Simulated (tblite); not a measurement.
Species: C₂H₇B₂NO₂.
SMILES with atom numbers: `[BH3-:1][N+:2]#[C:3][CH2:4][B:5]([OH:6])[OH:7]` (hydrogens: H8, H9, H10 on B1; H11, H12 on C4; H13 on O6; H14 on O7)

Cartesian coordinates in Å at the GFN2-xTB level; atoms count from 1:
```xyz
14
C2H7B2NO2 angstrom
B      2.7675    0.9712   -0.4545
N      1.5870    0.1594   -0.1171
C      0.6688   -0.4820    0.1443
C     -0.5061   -1.2334    0.4629
B     -1.8206   -0.3345    0.1770
O     -2.1506   -0.1200   -1.1080
O     -2.4860    0.1285    1.2509
H      2.3739    1.8184   -1.1983
H      3.5446    0.2262   -0.9690
H      3.1654    1.4115    0.5813
H     -0.4649   -1.5261    1.5133
H     -0.5175   -2.1338   -0.1542
H     -2.9056    0.4325   -1.3127
H     -3.2567    0.6816    1.1171
```

Level: GFN2-xTB in tblite, geometry and Hessian alike; calculated harmonic values, unscaled, isolated species. Errors from tens to a few hundred cm⁻¹ against measured bands are possible. Modes of hydrogen on boron can be 10 to 20 % off. One conformer, not necessarily the lowest. The optimisation stopped once no atom felt more than 0.01 eV/Å.

Lowest wavenumbers of the output (negative numbers stand for imaginary wavenumbers):
```
mode    cm-1
  1     -22.1
  2      15.0
  3      71.0
  4     149.5
  5     177.4
  6     288.6
  7     326.7
  8     363.0
  9     412.2
 10     534.2
```

Is this structure a minimum?

Not by this Hessian. 1 mode is imaginary beyond 20i (22i cm⁻¹), so at this level the point lies at or near a first-order saddle. The curvature is small, so loose convergence or finite differences may be the whole cause.

Which atoms move in the imaginary mode?

22i: H9 (B–H hydrogen) 33 %, H10 (B–H hydrogen) 32 %, H8 (B–H hydrogen) 31 %. These are shares of the mass-weighted motion.

What is the remedy?

Step along that mode in both directions, optimise again with tighter thresholds and repeat the frequencies. The zero-point energy of this point (61.3 kcal/mol) counts the 35 real modes alone, and thermal corrections from it aren't those of a minimum.
